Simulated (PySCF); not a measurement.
Predicted microwave data (PBE0/pcSseg-1 in PySCF (dipole) on a GFN2-xTB geometry, gas phase) for one isomer of C6H14ClFSi:

| Item | Value |
| --- | --- |
| Rotational constants | A = 2193, B = 593.1, C = 530.8 MHz |
| Dipole components | \|μa\| = 3.11 D, \|μb\| = 1.78 D, \|μc\| = 0.69 D |
| Inertial defect | -130.49 u·Å² |
| κ | -0.93 |

Task: Which candidate fits, each taken in the one conformer that was computed?
A. `[CH3:1][CH2:2][C@@H:3]([F:4])[CH2:5][C@H:6]([CH3:7])[SiH2:8][Cl:9]` with C1–C2–C3–F4 63°, C2–C3–C5–C6 171°, C3–C5–C6–C7 -178°, C5–C6–Si8–Cl9 164°
B. `[CH3:1][CH:2]([CH3:3])[SiH2:4][C@:5]([CH3:6])([Cl:7])[CH2:8][F:9]` with C1–C2–Si4–C5 61°, C2–Si4–C5–C6 47°, Si4–C5–C8–F9 -60°
C. `[CH3:1][C@@H:2]([CH2:3][C:4]([CH3:5])([CH3:6])[F:7])[SiH2:8][Cl:9]` with C1–C2–C3–C4 180°, C2–C3–C4–C5 53°, C1–C2–Si8–Cl9 42°

Result: C. It is C[C@@H](CC(C)(C)F)[SiH2]Cl, a near-prolate asymmetric top, point group C1. The candidates at the same level (rigid rotor, commonest isotopes):

| SMILES | A (MHz) | B (MHz) | C (MHz) | μa (D) | μb (D) | μc (D) | Δ (u·Å²) | point group | rotor |
| --- | --- | --- | --- | --- | --- | --- | --- | --- | --- |
| CC[C@@H](F)C[C@H](C)[SiH2]Cl | 2538 | 494.5 | 430.2 | 2.87 | 1.96 | 0.51 | -46.56 | C1 | near-prolate asymmetric top |
| CC(C)[SiH2][C@](C)(Cl)CF | 1538 | 768.1 | 607.9 | 0.75 | 0.02 | 0.80 | -155.30 | C1 | asymmetric top |
| C[C@@H](CC(C)(C)F)[SiH2]Cl | 2193 | 593.1 | 530.8 | 3.11 | 1.78 | 0.69 | -130.49 | C1 | near-prolate asymmetric top |

`CC(C)[SiH2][C@](C)(Cl)CF` has A 30 % too low; `CC[C@@H](F)C[C@H](C)[SiH2]Cl` has C 19 % too low. No structure here is proved a minimum.
